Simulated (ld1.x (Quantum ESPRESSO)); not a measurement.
u(r) = r·R(r): atom against pseudo-atom (nitrogen (N))

Columns: radius, all-electron u(r) and pseudo u(r) of the 2p shell (level -7.24 eV) of nitrogen in the configuration [He] 2s2 2p3; LDA (PZ), scalar-relativistic, TM scheme, ld1.x (Quantum ESPRESSO) 7.5.

```
r (bohr)  all-electron  pseudo
   0.123        0.1029  0.0293
   0.245        0.2830  0.1121
   0.368        0.4546  0.2375
   0.490        0.5886  0.3857
   0.613        0.6836  0.5377
   0.735        0.7421  0.6712
   0.858        0.7717  0.7728
   0.980        0.7788  0.8333
   1.103        0.7694  0.8535
   1.225        0.7488  0.8399
   1.348        0.7202  0.8020
   1.470        0.6870  0.7509
   1.593        0.6507  0.6946
   1.715        0.6134  0.6398
   1.838        0.5755  0.5891
   1.960        0.5384  0.5441
   2.083        0.5021  0.5038
   2.205        0.4674  0.4677
   2.328        0.4340  0.4340
   2.450        0.4025  0.4025
   2.573        0.3725  0.3725
   2.695        0.3446  0.3446
   2.818        0.3182  0.3182
   2.940        0.2936  0.2936
   3.063        0.2706  0.2706
   3.185        0.2494  0.2494
```

How many radial nodes do the two functions have?

The all-electron 2p function has n − l − 1 = 0; the pseudo-wave has 0.

At about which radius was the pseudo-wave matched?

2.45 bohr. The columns agree to 0.0005 from 2.21 bohr on; several derivatives are matched, so the curves merge somewhat inside the radius.

Where does each function peak?

Outermost all-electron maximum near 0.98 bohr, pseudo maximum near 1.10 bohr (to the table’s step).

Is the pseudo-wave norm-conserving?

Yes: the TM scheme keeps the norm inside the radius equal to the all-electron one, which fixes the energy derivative of the logarithmic derivative at the level.
